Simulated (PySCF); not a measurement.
## Two-component Hartree-Fock for Nb²⁺ (niobium, charge +2)

Start: [Kr] 4d2 5s1; 4d5/2 filled at m_j = +3/2, +5/2; 5s1/2 filled at m_j = +1/2. Calculated with PySCF 2.14 in x2c-TZVPall-2c with one added diffuse shell each of s, p, d type (9s10p8d1f, 86 functions): generalised Hartree-Fock with the X2C-1e Hamiltonian and a Gaussian nucleus; one run each with spin-orbit coupling (SO) switched off, then screened by Boettger's factors. This is a chosen level, not necessarily the ground level.

```csv
spinor shell,electrons,"ε, spin-free (eV)","ε, screened SO (eV)",weight of nominal j (screened SO),"rms radius, screened SO (bohr)"
1s1/2,2,-19109.7,-19108.8,1.000,0.0415
2s1/2,2,-2766.2,-2765.9,1.000,0.171
2p1/2,2,-2466.0,-2532.0,1.000,0.149
2p3/2,4,-2466.0,-2435.0,1.000,0.154
3s1/2,2,-512.13,-512.11,1.000,0.471
3p1/2,2,-411.20,-422.37,1.000,0.471
3p3/2,4,-411.20,-405.99,1.000,0.481
3d3/2,4,-246.16,-247.86,0.985,0.472
3d5/2,6,-246.16,-245.04,0.990,0.474
4s1/2,2,-94.401,-94.422,1.000,1.23
4p3/2,4,-64.459,-63.743,0.910,1.38
4p1/2,2,-64.459,-66.068,0.819,1.36
4d5/2,2,-28.587,-28.532,0.885,1.91
5s1/2,1,-21.232,-21.241,1.000,3.26
```

```
   quantity    spin-free  screened SO
E (hartree)  -3816.20887  -3816.61167
        M_J          9/2          9/2
       ⟨J²⟩       24.757       24.758
       ⟨L²⟩       12.006       12.024
       ⟨S²⟩        3.751        3.756
```

Each row is a mean over spinors that exchange with the open shell spreads, by up to 6.166 eV (4p3/2).

Rows whose weight is well below 1 are mixtures of j = l ± 1/2: exchange outweighs spin-orbit coupling there, and the label is only the starting occupation.

Breit and QED terms are absent; they matter most for the inner s and p1/2 levels.

Densities and radii are taken from the X2C orbitals without a picture-change correction, which distorts them close to the nucleus.

Without spin-orbit coupling the j labels of p, d and f shells carry no meaning; the spin-free column gives the mean over the occupied spinors of each nl shell.
